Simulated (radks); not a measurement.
Question: All-electron atom: Os22+ in [Kr] 4d10 4f8. Method: Dirac Kohn-Sham, LDA (Slater exchange, Perdew-Wang correlation), spin-unpolarised, spherical densities, finite nucleus; open shells are shared between the two j in proportion to 2j + 1; Fermi nuclear charge, rms radius 5.4126 fm; computed with a radial shooting solver on a logarithmic mesh with Libxc functionals.

Spin-orbit splittings of the eigenvalues, e(l+1/2) - e(l-1/2), with zeta = 2 splitting/(2l+1) and mean radii in bohr:

| shell | occ. | splitting (eV) | zeta (eV) | <r> j=l-1/2 | <r> j=l+1/2 |
|---|---|---|---|---|---|
| 2p | 6 | 1530 | 1020 | 0.06132 | 0.06951 |
| 3p | 6 | 334.3 | 222.9 | 0.1833 | 0.1984 |
| 3d | 10 | ? | ? | 0.1732 | 0.1778 |
| 4p | 6 | 84.61 | 56.41 | 0.4234 | 0.4528 |
| 4d | 10 | 16.54 | 6.617 | 0.4553 | 0.4642 |
| 4f | 8 | 3.861 | 1.103 | 0.4602 | 0.4642 |
| 5p | 0 | 26.05 | 17.37 | 0.8439 | 0.8863 |

Estimate the 3d splitting.

Answer: 72.48 eV (zeta = 28.99 eV).
